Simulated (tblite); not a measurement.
C₄H₄ClF₃O.
Z-matrix (Å and degrees, GFN2-xTB geometry), rows numbered from 1:
```
C 
C   1  1.5165
F   2  1.3746  1  110.40
C   2  1.5476  1  112.11  3  -120.27
F   4  1.3584  2  108.35  1   -71.73
F   4  1.3487  2  111.74  1    44.38
C   4  1.5422  2  110.08  1   169.45
O   7  1.1850  4  123.14  2    71.00
Cl  7  1.7249  4  113.18  2  -106.85
H   1  1.0861  2  109.52  3  -178.44
H   1  1.0875  2  110.05  3    61.17
H   1  1.0865  2  109.18  3   -58.51
H   2  1.0978  1  112.37  3   119.01
```

All values are computed: GFN2-xTB (tblite) harmonic vibrations without scaling, gas phase. Errors from tens to a few hundred cm⁻¹ against measured bands are possible. One conformer, not necessarily the lowest.

Harmonic wavenumbers (cm⁻¹): 28.5, 50.8, 121.3, 178.7, 192.9, 227.8, 259.0, 301.8, 360.1, 418.8, 452.8, 512.2, 532.6, 643.5, 692.8, 820.9, 924.0, 998.0, 1013.4, 1076.2, 1109.5, 1126.1, 1176.2, 1260.9, 1281.6, 1395.1, 1456.2, 1470.8, 1809.6, 2928.1, 3054.4, 3057.8, 3063.5.

A = 1976, B = 1058, C = 984.1 MHz; mass 159.990 u (most abundant isotopes); point group C1, symmetry number 1.

Question: Zero-point energy?

Answer: ½Σν̃ = 16998 cm⁻¹ = 48.60 kcal/mol.

Question: What is S at 298.15 K and 1 bar for an ideal gas of classical rigid rotors and harmonic oscillators?

Answer: Translation 41.14, rotation 29.44, vibration 28.86: S = 99.4 cal/(mol K).

Question: And Cp and H(298.15 K) − H(0)?

Answer: Cp = 34.81 cal/(mol K), of which vibrations give 26.86 (their classical limit is 33 R = 65.6); H(298.15 K) − H(0) = 6.69 kcal/mol without the zero-point energy, 4.32 from vibrations.

Question: Which modes carry the vibrational entropy at 298.15 K?

Answer: 28.5 cm⁻¹: 5.93; 50.8 cm⁻¹: 4.79; 121.3 cm⁻¹: 3.08; 178.7 cm⁻¹: 2.34; 192.9 cm⁻¹: 2.20; 227.8 cm⁻¹: 1.90 cal/(mol K); the other 27 give 8.63 together.

Question: Blend soft modes into free rotors: weight 1/[1 + (100 cm⁻¹/ν̃)⁴] for the oscillator and the rest for a rotor with moment μB/(μ + B), μ = h/(8π²ν), B = 10⁻⁴⁴ kg m². What vibrational entropy results?

Answer: 25.75 cal/(mol K) in place of 28.86, which changes −T·S at 298.15 K by +0.93 kcal/mol.

Hindered rotation and anharmonicity are outside this model. Other conformers, if any are populated, would add a mixing term that is left out. The structure is chiral; the term R ln 2 for an equal mix with its mirror image is left out.

Hardware: one thread of an x86-64 server, on a shared host. The figure is for the frequency step alone.
